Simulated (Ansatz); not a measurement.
Program: Ansatz. Geometries: PBE0-D4/def2-TZVP. ΔE: electronic, gas phase. CCSD(T)/CBS adds triple-zeta CCSD(T) − MP2 to the extrapolated MP2 energy (def2 sets, frozen cores). DFT in def2-TZVPP. B3LYP here is the variant with VWN-RPA as its local correlation; programs differ in this. Elements past krypton have def2 core potentials. For W outer-core shells are correlated without core-valence functions, which leaves a few kJ/mol of doubt a bond. One conformer a species, not always the lowest.

Reaction (redistribution): `CBO[SiH2][SiH3]` + `[NH]=[W](=[NH])([OH])[Cl]` → `[SiH3][SiH2]OBCl` + `[CH3][W](=[NH])(=[NH])[OH]`

```
             level  ΔE (kcal/mol)  difference from CCSD(T)/CBS
            PBE-D4           10.8                          0.7
         r2SCAN-D4           11.5                          1.4
           PBE0-D4           10.9                          0.8
          B3LYP-D4           11.4                          1.3
           ωB97X-V           10.5                          0.4
           ωB97M-V           10.0                         -0.1
            B2PLYP           11.4                          1.3
               PBE           10.5                          0.4
            r2SCAN           11.5                          1.4
              PBE0           10.6                          0.5
             B3LYP           10.9                          0.8
     HF/def2-TZVPP           10.8                          0.7
    MP2/def2-TZVPP           11.7                          1.6
SCS-MP2/def2-TZVPP           11.4                          1.3
   CCSD/def2-TZVPP            9.1                         -1.0
CCSD(T)/def2-TZVPP            9.4                         -0.7
     HF/def2-QZVPP           10.8                          0.7
    MP2/def2-QZVPP           12.0                          1.9
SCS-MP2/def2-QZVPP           11.7                          1.6
      HF/CBS(def2)           10.8                          0.7
     MP2/CBS(def2)           12.3                          2.2
    CCSD/CBS(def2)            9.8                         -0.3
       CCSD(T)/CBS           10.1                            0
```

Largest T1 diagnostic among the species: 0.020, so the coupled-cluster value is less sure than usual.
